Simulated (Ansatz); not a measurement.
Several settings on one geometry of [SnF3]- (SnF3⁻) (that of the charge -1 singlet, PBE0-D4/def2-TZVPD). Ansatz on 4 threads of Arm Neoverse V1 on a shared host; times are rough.

Cartesian coordinates in Å:
```
Sn -0.006 0.006 0.785
F 1.704 -0.031 -0.249
F -0.824 1.487 -0.278
F -0.874 -1.461 -0.258
```

Totals from different functionals, basis sets or treatments of relativity can't be compared as stabilities.

DK, ANO-RCC and x2c sets are all-electron and run with scalar relativity unless a key says otherwise. In the def2 sets Sn takes a core potential; there is no spin–orbit coupling.

(1) Give the basis size and estimate the energy, ⟨S²⟩ and time of these runs.

| run | method | charge | state | further keys |
| --- | --- | --- | --- | --- |
| 1 | RKS ωB97M-V/def2-TZVPD | -1 | singlet | final_grid: {core_spheres: 8, valence_spheres: 7, degree: 23}; scf: {omitted_lower_state_checks: [starts]}; forces asked |
| 2 | RKS RPBE-D4/ANO-RCC-VTZP | -1 | singlet | scf: {lower_state_search: off}; forces asked |
| 3 | RKS B3LYP5/def2-mTZVPP | -1 | singlet | scf: {lower_state_search: full}; forces asked |
| 4 | RKS RPBE-D4/def2-TZVP | -1 | singlet | scf: {omitted_lower_state_checks: [starts]} |

## Answers

(1) 
```tsv
run	functions	energy (Eh)	⟨S²⟩	wall time
1	176	-514.0771	–	2.9 s
2	158	-6476.5814	–	2.3 s
3	108	-514.0614	–	0.95 s
4	143	-514.2097	–	0.75 s
```

The highest occupied level of an anion often lies above zero with these methods, and sets without diffuse functions describe the outer electron poorly.
